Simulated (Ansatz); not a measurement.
`[GaH2][GaH2]` + H₂S → `[SH][GaH2]` + `[GaH3]`  (cleavage of the Ga–Ga bond)

Calculated with Ansatz (gas phase, PBE0-D4/def2-TZVP geometries, no zero-point term in ΔE). CBS: MP2 limit from def2 TZ/QZ plus the TZ coupled-cluster correction, frozen cores. This one scheme is used for every species. Functionals use def2-TZVPP. HSE06 is defined as in plane-wave codes. For Ga outer-core shells are correlated without core-valence functions, which leaves a few kJ/mol of doubt a bond. Scalar relativity is left out up to krypton.

```csv
level,ΔE (kJ/mol)
LDA (SPW92),-61.7
HSE06,-61.5
```

What does CCSD(T)/CBS give? (An estimate is asked.)

The calculation gave: -62.3 kJ/mol. The listed levels differ from it by 0.6, 0.8 kJ/mol.

What do rigid-rotor, harmonic-oscillator terms from PBE0-D4/def2-TZVP frequencies (298.15 K, 1 bar) make of the CCSD(T)/CBS value? (An estimate is asked.)

The calculation gave: ΔZPE = +1.0 kJ/mol, ΔH = -63.8 kJ/mol, ΔS = -6 J/(mol·K), ΔG = -62.0 kJ/mol.

Largest T1 diagnostic among the species: 0.014.

Leaving LDA and LC-ωPBE aside and taking each functional with its dispersion term where it has one, the values, not all of them listed here, spread over 16.2 kJ/mol, from B97M-V to PBE-D4. LDA lies −3.6 kJ/mol from PBE without D4. From BLYP to BHLYP (50 % exact exchange), in def2-TZVPP and without D4, ΔE moves by −7.4 kJ/mol. At CCSD(T), def2-SVP lies −8.4 kJ/mol from the extrapolated value and def2-TZVPP −1.5 kJ/mol.
